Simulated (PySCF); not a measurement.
PySCF input for Si(F)(Cl)(OH)(OMe) (CH4ClFO2Si), SMILES CO[Si](O)(F)Cl, TDA-ωB97X/def2-SVPD. Geometry optimised at PBE0-D3(BJ)/def2-SVP. The values are those of a single conformer.

```python
import numpy as np
from pyscf import gto, scf, dft, tdscf

mol = gto.M(
    atom='''
    C    -2.14954429   -0.46286306    1.00203033
    O    -1.21712047    0.53129340    0.65626639
    Si    0.30303748    0.29459563    0.14484335
    O     1.20266204   -0.36261556    1.33979048
    F     0.88180227    1.72421250   -0.29274569
    Cl    0.35181662   -0.90451490   -1.51739917
    H    -1.83547825   -1.00921896    1.90673502
    H    -2.28836787   -1.18720589    0.18148008
    H    -3.11378571    0.02402688    1.20387582
    H     2.09093735   -0.66534417    1.12996239
    ''',
    basis='def2-SVPD',
    charge=0,
    spin=0,
    max_memory=1600,
    verbose=4,
)
mf = dft.RKS(mol, xc='wb97x').density_fit(auxbasis='def2-universal-jkfit')
mf.grids.level = 3
mf.conv_tol = 1e-9
mf.max_cycle = 100
mf.kernel()
mf.grids = dft.Grids(mol).set(level=1).build(with_non0tab=True)  # coarser grid for the response kernel
td = tdscf.TDA(mf)
td.singlet = True
td.nstates = 10
td.conv_tol = 1e-4
td.positive_eig_threshold = 1e-6
td.kernel(x0=td.get_init_guess(mf, 15))
td.analyze()
tt = tdscf.TDA(mf)
tt.singlet = False
tt.nstates = 4
tt.conv_tol = 1e-4
tt.positive_eig_threshold = 1e-6
tt.kernel(x0=tt.get_init_guess(mf, 9))
tt.analyze(verbose=3)
```

Program output:

```
PySCF version 2.14.0

[INPUT] verbose = 4
[INPUT] num. atoms = 10
[INPUT] num. electrons = 66
[INPUT] charge = 0
[INPUT] spin (= nelec alpha-beta = 2S) = 0
[INPUT] symmetry False subgroup None
[INPUT] Mole.unit = angstrom
[INPUT] Symbol           X                Y                Z      unit          X                Y                Z       unit  Magmom
[INPUT]  1 C     -2.149544290000  -0.462863060000   1.002030330000 AA   -4.062050000723  -0.874684416578   1.893562892208 Bohr   0.0
[INPUT]  2 O     -1.217120470000   0.531293400000   0.656266390000 AA   -2.300024348902   1.003999017789   1.240163741857 Bohr   0.0
[INPUT]  3 Si     0.303037480000   0.294595630000   0.144843350000 AA    0.572657842678   0.556705058194   0.273714262465 Bohr   0.0
[INPUT]  4 O      1.202662040000  -0.362615560000   1.339790480000 AA    2.272701876011  -0.685244096906   2.531837071500 Bohr   0.0
[INPUT]  5 F      0.881802270000   1.724212500000  -0.292745690000 AA    1.666364786320   3.258289405552  -0.553209178247 Bohr   0.0
[INPUT]  6 Cl     0.351816620000  -0.904514900000  -1.517399170000 AA    0.664837057870  -1.709285436588  -2.867468852942 Bohr   0.0
[INPUT]  7 H     -1.835478250000  -1.009218960000   1.906735020000 AA   -3.468551200096  -1.907147434118   3.603206979917 Bohr   0.0
[INPUT]  8 H     -2.288367870000  -1.187205890000   0.181480080000 AA   -4.324388546554  -2.243493985571   0.342947648264 Bohr   0.0
[INPUT]  9 H     -3.113785710000   0.024026880000   1.203875820000 AA   -5.884202202484   0.045404222828   2.274995587786 Bohr   0.0
[INPUT] 10 H      2.090937350000  -0.665344170000   1.129962390000 AA    3.951298935124  -1.257318259876   2.135319448159 Bohr   0.0

nuclear repulsion = 407.468518591044
number of shells = 72
number of NR pGTOs = 256
number of NR cGTOs = 172
basis = def2-SVPD
ecp = {}


[settings echo left out]
init E= -1040.76087684534
  HOMO = -0.384884782728931  LUMO = -0.0153693958056245  gap/eV = 10.05503
cycle= 1 E= -1040.03397216352  delta_E= 0.727  |g|= 0.921  |ddm|=    4
  HOMO = -0.351060571293445  LUMO = 0.0604189169415816  gap/eV = 11.19693
cycle= 2 E= -1040.04326837174  delta_E= -0.0093  |g|= 0.953  |ddm|= 2.35
  HOMO = -0.43040356228306  LUMO = 0.0575285016037053  gap/eV = 13.27731
cycle= 3 E= -1040.1977684106  delta_E= -0.155  |g|= 0.0609  |ddm|= 0.899
  HOMO = -0.421289318471267  LUMO = 0.0622353948505179  gap/eV = 13.15738
cycle= 4 E= -1040.19855556033  delta_E= -0.000787  |g|= 0.0219  |ddm|= 0.114
  HOMO = -0.424636309772283  LUMO = 0.062121005863073  gap/eV = 13.24534
cycle= 5 E= -1040.1986795547  delta_E= -0.000124  |g|= 0.00609  |ddm|= 0.0568
  HOMO = -0.423611957981004  LUMO = 0.0620665506401523  gap/eV = 13.21599
cycle= 6 E= -1040.19868679346  delta_E= -7.24e-06  |g|= 0.00275  |ddm|= 0.00952
  HOMO = -0.42385160893422  LUMO = 0.0620813814725278  gap/eV = 13.22291
cycle= 7 E= -1040.19868820535  delta_E= -1.41e-06  |g|= 0.000386  |ddm|= 0.003
  HOMO = -0.423855919735928  LUMO = 0.062076657806255  gap/eV = 13.22290
cycle= 8 E= -1040.19868827438  delta_E= -6.9e-08  |g|= 6.37e-05  |ddm|= 0.00122
  HOMO = -0.423855121747948  LUMO = 0.0620763657999839  gap/eV = 13.22287
cycle= 9 E= -1040.19868827717  delta_E= -2.78e-09  |g|= 2.49e-05  |ddm|= 0.000194
  HOMO = -0.423855715681441  LUMO = 0.0620761683060298  gap/eV = 13.22288
cycle= 10 E= -1040.19868827736  delta_E= -1.87e-10  |g|= 1.3e-05  |ddm|= 4.38e-05
  HOMO = -0.42385638134685  LUMO = 0.0620764033843693  gap/eV = 13.22290
Extra cycle  E= -1040.19868827737  delta_E= -1.07e-11  |g|= 1.41e-05  |ddm|= 2.22e-05
converged SCF energy = -1040.19868827737
tot grids = 43456
Overwritten attributes  positive_eig_threshold  of <class 'pyscf.tdscf.rks.TDA'>


******** <class 'pyscf.tdscf.rks.TDA'> for <class 'pyscf.df.df_jk.DFRKS'> ********
nstates = 10 singlet
deg_eia_thresh = 1.000e-03
wfnsym = None
conv_tol = 0.0001
eigh lindep = 1e-12
eigh level_shift = 0
eigh max_cycle = 100


Excitation energies (eV)
[ 8.51413187  8.79185029  9.01607993  9.25942492  9.39964591  9.57032753
  9.89428714 10.06210735 10.07005106 10.14105295]

** Singlet excitation energies and oscillator strengths **
Excited State   1:      8.51413 eV    145.62 nm  f=0.0152
      31 -> 34       -0.15438
      33 -> 34       -0.57886
      33 -> 35        0.14660
      33 -> 37        0.10884
      33 -> 38        0.17274
Excited State   2:      8.79185 eV    141.02 nm  f=0.0332
      29 -> 34       -0.19076
      29 -> 35       -0.10630
      31 -> 34        0.57779
      31 -> 42       -0.12390
      33 -> 34       -0.12119
      33 -> 35        0.10155
Excited State   3:      9.01608 eV    137.51 nm  f=0.0495
      30 -> 34       -0.26519
      30 -> 36        0.11328
      30 -> 37       -0.11335
      32 -> 34        0.51734
      32 -> 35       -0.13436
      32 -> 36       -0.10269
      32 -> 38       -0.12205
      32 -> 42       -0.10808
Excited State   4:      9.25942 eV    133.90 nm  f=0.0236
      29 -> 34       -0.25672
      30 -> 34        0.43466
      30 -> 35       -0.10306
      31 -> 34       -0.10771
      31 -> 36        0.12267
      32 -> 34        0.19046
      32 -> 37       -0.14943
      32 -> 38       -0.11420
      33 -> 35       -0.10447
      33 -> 36        0.13683
Excited State   5:      9.39965 eV    131.90 nm  f=0.0772
      29 -> 34       -0.43864
      30 -> 34       -0.23569
      31 -> 35        0.14960
      31 -> 36        0.23750
      32 -> 34       -0.14171
      32 -> 35        0.14399
      32 -> 37        0.11558
Excited State   6:      9.57033 eV    129.55 nm  f=0.0668
      33 -> 35       -0.44653
      33 -> 36        0.35650
      33 -> 37        0.19458
      33 -> 39        0.11738
      33 -> 44       -0.12013
Excited State   7:      9.89429 eV    125.31 nm  f=0.0755
      27 -> 34       -0.11644
      28 -> 34        0.45668
      28 -> 35        0.10190
      29 -> 34       -0.13919
      30 -> 35        0.12537
      30 -> 36        0.14190
      31 -> 35       -0.10825
      31 -> 36       -0.12096
      31 -> 38       -0.10068
      32 -> 36       -0.15861
      33 -> 36       -0.14242
Excited State   8:     10.06211 eV    123.22 nm  f=0.0191
      32 -> 35        0.14304
      32 -> 36       -0.12386
      33 -> 35       -0.21283
      33 -> 37       -0.22183
      33 -> 38        0.33443
      33 -> 39       -0.16646
      33 -> 40        0.18181
      33 -> 41       -0.19040
      33 -> 42        0.17230
      33 -> 43       -0.16650
      33 -> 44        0.19989
Excited State   9:     10.07005 eV    123.12 nm  f=0.0709
      30 -> 35       -0.14203
      30 -> 36        0.18936
      32 -> 35       -0.41230
      32 -> 36        0.30057
      32 -> 37        0.12746
      32 -> 38        0.12393
      33 -> 35       -0.18644
Excited State  10:     10.14105 eV    122.26 nm  f=0.0188
      28 -> 34       -0.22523
      29 -> 34       -0.13338
      31 -> 38       -0.16396
      31 -> 40       -0.11390
      31 -> 45        0.10356
      33 -> 34       -0.24566
      33 -> 35       -0.23236
      33 -> 36       -0.17468
      33 -> 37       -0.17166
      33 -> 38       -0.27658
      33 -> 41        0.13439

** Transition electric dipole moments (AU) **
state          X           Y           Z        Dip. S.      Osc.
  1         0.2514     -0.0878      0.0451      0.0730      0.0152
  2        -0.1011     -0.0356     -0.3779      0.1543      0.0332
  3        -0.4566     -0.1124      0.0542      0.2240      0.0495
  4         0.2088     -0.1092      0.2202      0.1040      0.0236
  5        -0.1434     -0.5598     -0.0327      0.3351      0.0772
  6        -0.1881     -0.0064     -0.4994      0.2848      0.0668
  7        -0.2694     -0.0297      0.4879      0.3115      0.0755
  8        -0.1601      0.0611     -0.2192      0.0774      0.0191
  9         0.0300     -0.5348     -0.0245      0.2875      0.0709
 10        -0.0858     -0.1663     -0.2014      0.0756      0.0188

** Transition velocity dipole moments (imaginary part, AU) **
state          X           Y           Z        Dip. S.      Osc.
  1         0.0780     -0.0295      0.0067      0.0070      0.0149
  2        -0.0324     -0.0044     -0.1224      0.0160      0.0331
  3        -0.1612     -0.0352      0.0234      0.0278      0.0559
  4         0.0698     -0.0428      0.0673      0.0112      0.0220
  5        -0.0413     -0.1996     -0.0033      0.0416      0.0802
  6        -0.0722      0.0057     -0.1933      0.0426      0.0807
  7        -0.0954     -0.0059      0.1638      0.0360      0.0659
  8        -0.0560      0.0248     -0.0699      0.0086      0.0156
  9         0.0431     -0.2044     -0.0121      0.0438      0.0789
 10        -0.0412     -0.0435     -0.0758      0.0093      0.0167

** Transition magnetic dipole moments (imaginary part, AU) **
state          X           Y           Z
  1         0.7620      0.0494     -0.3131
  2        -0.5990     -0.2230      0.1952
  3         0.3016     -0.8171     -0.0206
  4        -0.2815      0.9055     -0.3581
  5         0.2538     -0.0124      1.1270
  6         0.1313      0.6453      0.0349
  7         0.0911      0.8110      0.4303
  8        -0.5236     -0.0261      0.1223
  9        -0.4891     -0.0306     -0.5332
 10        -0.0356      0.0839     -0.0435


******** <class 'pyscf.tdscf.rks.TDA'> for <class 'pyscf.df.df_jk.DFRKS'> ********
nstates = 4 triplet
deg_eia_thresh = 1.000e-03
wfnsym = None
conv_tol = 0.0001
eigh lindep = 1e-12
eigh level_shift = 0
eigh max_cycle = 100


Excitation energies (eV)
[8.19365302 8.38042234 8.62394159 8.85893956]

** Triplet excitation energies and oscillator strengths **
Excited State   1:      8.19365 eV    151.32 nm  f=0.0000
Excited State   2:      8.38042 eV    147.95 nm  f=0.0000
Excited State   3:      8.62394 eV    143.77 nm  f=0.0000
Excited State   4:      8.85894 eV    139.95 nm  f=0.0000
```

The run converged.
